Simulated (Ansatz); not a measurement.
The same path of CH8ClNSi2 (13 atoms, charge 0, multiplicity 1) was run twice with different band settings. The coordinate that changes most is the height of N1 over the plane of its neighbours.

All numbers below come from Ansatz, RKS PBE0-D4/cc-pVDZ.

Relaxed end points:

```xyz
13
Properties=species:S:1:pos:R:3
N -0.132 2.099 1.229
C -0.627 0.967 0.451
Si 0.726 -0.366 0.380
Si 0.103 -2.072 -1.109
Cl -0.323 -1.157 -2.956
H -0.876 2.786 1.356
H 0.594 2.582 0.700
H -1.486 0.516 0.978
H -0.978 1.198 -0.576
H 2.005 0.237 -0.128
H 0.979 -0.952 1.738
H 1.180 -3.082 -1.356
H -1.143 -2.790 -0.690
```

```xyz
13
Properties=species:S:1:pos:R:3
N -0.382 2.270 1.074
C -0.703 1.083 0.281
Si 0.645 -0.272 0.301
Si 0.116 -2.115 -1.055
Cl -0.362 -1.349 -2.955
H -0.198 2.000 2.041
H 0.490 2.682 0.740
H -1.655 0.657 0.639
H -0.890 1.383 -0.763
H 1.940 0.314 -0.189
H 0.864 -0.741 1.715
H 1.245 -3.082 -1.240
H -1.089 -2.865 -0.573
```

Common settings: spring 5.0 eV/Å²; optimiser quadratic models (default); start path through a guess of the saddle point; force threshold 0.05 eV/Å; end points relaxed.

| run | movable images | climbing image | iteration limit |
| --- | --- | --- | --- |
| 1 | 7 | yes | 53 |
| 2 | 1 | no | 60 |

Question: What does each run give, and how far can it be trusted?

Answer: Run 1: converged after 11 iterations, highest image 0.238 eV above the first end. A vibrational analysis at the climbing image gives one clearly imaginary mode, 704i cm⁻¹: a first-order saddle point.
Run 2: converged after 8 iterations, highest image 0.069 eV above the first end. No image climbed, so the highest image needn't sit at the top of the path. A band with more images between the same ends climbed to 0.24 eV, so this one has probably stepped over the top. So few images can step over the top or miss a turn of the path.
